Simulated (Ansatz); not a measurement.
`[NH2][Zr]([Cl])([Cl])[Cl]`. Charge 0, multiplicity 1. Zr takes the def2 core potential.

```xyz
7

N     1.2672   -0.1365   -0.0361
Zr   -0.7138    0.0527    0.0337
Cl   -1.6195   -1.7666   -1.1179
Cl   -1.3154    0.1759    2.2876
Cl   -1.3172    2.0436   -1.0452
H     1.9141    0.2302    0.6504
H     1.7844   -0.5993   -0.7727
```

(1) List the harmonic frequencies (cm⁻¹, unscaled) at PBE0-D4/def2-TZVP in Ansatz. (An estimate is asked.)

(2) Is this a minimum?

(3) Give the ideal-gas thermochemistry at 298.15 K and 1 bar (rigid rotor, harmonic oscillator; point group Cs, symmetry number 1).

Results:

(1) Ansatz gave: 21, 93, 107, 127, 146, 147, 378, 408, 412, 486, 496, 678, 1527, 3549, 3645.

(2) Yes, all 15 modes are real.

(3) Zero-point energy 73.1 kJ/mol; H(298) − E = 98.4 kJ/mol; entropy 410.5 J/(mol·K), of which translation 175.8, rotation 124.0, vibration 110.8; G(298) − E = -24.0 kJ/mol. Modes under 100 cm⁻¹ are hindered rotations or soft bends, so the harmonic entropy is rough.
